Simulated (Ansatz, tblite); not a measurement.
Cost and result up the ladder for (H2Al-mu-I)2 (Al₂H₄I₂) (8 atoms). Total charge 0; singlet. Geometry: PBE-D4/def2-SVP.

Cartesian coordinates in Å:
```
Al -0.261 -1.505 0.987
H 0.075 -2.868 0.240
H -0.791 -1.317 2.474
I 1.878 0.123 0.685
Al 0.262 1.502 -0.990
H -0.058 2.897 -0.295
H 0.792 1.253 -2.468
I -1.898 -0.086 -0.633
```

Ansatz on 4 threads of Arm Neoverse V2 on a shared host; xTB runs through tblite on one thread. Times are rough, summed over both states, and most runs start from the orbitals of an earlier one. PBE0-D4/def2-TZVP serves as the yardstick here, not as an exact answer. The other state is a triplet.

In the def2 sets I takes a core potential; there is no spin–orbit coupling. The xTB rows come from tblite.

xTB has no spin-polarisation term.

| level | functions | wall time |
| --- | --- | --- |
| GFN1-xTB | 44 | 0.011 s |
| GFN2-xTB | 40 | 0.015 s |
| PBE-D4/def2-TZVP | 198 | 6.7 s |
| PBE0-D4/def2-TZVP | 198 | 15 s |
| r2SCAN-D4/def2-TZVP | 198 | 17 s |

Question: Estimate what each level gives for the vertical triplet (eV).

Answer: 
```
              level  vertical triplet (eV)  difference from PBE0-D4/def2-TZVP (eV)
           GFN1-xTB                   5.21                                   -0.01
           GFN2-xTB                   5.84                                    0.61
   PBE-D4/def2-TZVP                   4.62                                   -0.61
  PBE0-D4/def2-TZVP                   5.23                                    0.00
r2SCAN-D4/def2-TZVP                   4.96                                   -0.27
```
